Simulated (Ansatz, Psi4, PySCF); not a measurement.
C$_{4}$H$_{9}$LiO (SMILES [Li][O]C(C)(C)C), singlet, at a GFN2-xTB geometry (such geometries of metal compounds can be far from the true shape). Base run: WB97X/def2-SVP (PySCF).

Input for PySCF:
```python
from pyscf import gto, scf, dft

mol = gto.Mole()
mol.atom = '''
    Li    0.952825    1.839100    1.901016
    O     0.432552    0.834893    0.863001
    C    -0.035026   -0.067605   -0.069881
    C     1.009963   -1.173501   -0.300873
    C    -1.341387   -0.709986    0.429250
    C    -0.307909    0.649476   -1.403933
    H     0.658894   -1.895049   -1.033882
    H     1.208243   -1.683966    0.639096
    H     1.936718   -0.725713   -0.653071
    H    -1.155500   -1.218008    1.373067
    H    -1.725533   -1.425014   -0.293488
    H    -2.084437    0.066966    0.595546
    H     0.611900    1.106872   -1.761945
    H    -1.045512    1.433593   -1.247299
    H    -0.677517   -0.046428   -2.152459
'''
mol.basis = 'def2-svp'
mol.charge = 0
mol.spin = 0
mol.verbose = 4
mol.build()

mf = dft.RKS(mol)
mf.xc = 'wb97x'
mf.kernel()
```

The same geometry, method and basis name were run in Ansatz (a quantum-chemistry and plane-wave program) and Psi4 and PySCF, at each program's defaults and at the settings that a row names. The base is PySCF at its defaults. Differences at the defaults can come from grids, fitting, cores and function types together.

```json
[
 {"code and settings": "PySCF, defaults (exact integrals, its default grid, spherical functions)", "ΔE vs base (µEh)": "0.0", "basis functions": "124", "E (Eh)": "-240.39110", "SCF cycles": "10", "dipole (D)": "5.04"},
 {"code and settings": "Psi4, defaults (density fitting with its default set, its default grid, spherical functions)", "ΔE vs base (µEh)": "-14.3", "basis functions": "124", "E (Eh)": "-240.39111", "SCF cycles": "8", "dipole (D)": "5.04"},
 {"code and settings": "Ansatz, defaults (factorised integrals, its default grid, spherical functions)", "ΔE vs base (µEh)": "68.8", "basis functions": "124", "E (Eh)": "-240.39103", "SCF cycles": "-", "dipole (D)": "-"},
 {"code and settings": "PySCF, density fitting with def2-universal-jkfit", "ΔE vs base (µEh)": "(withheld)", "basis functions": "124", "E (Eh)": "(withheld)", "SCF cycles": "10", "dipole (D)": "5.04"},
 {"code and settings": "PySCF, fine grid", "ΔE vs base (µEh)": "67.1", "basis functions": "124", "E (Eh)": "-240.39103", "SCF cycles": "10", "dipole (D)": "5.04"},
 {"code and settings": "Psi4, exact integrals, spherical functions, fine grid", "ΔE vs base (µEh)": "67.5", "basis functions": "124", "E (Eh)": "-240.39103", "SCF cycles": "12", "dipole (D)": "5.04"},
 {"code and settings": "Ansatz, high accuracy", "ΔE vs base (µEh)": "66.0", "basis functions": "124", "E (Eh)": "-240.39103", "SCF cycles": "-", "dipole (D)": "-"}
]
```

What belongs in the gaps?


- PySCF, density fitting with def2-universal-jkfit, ΔE vs base (µEh): -78.0
- PySCF, density fitting with def2-universal-jkfit, E (Eh): -240.39117
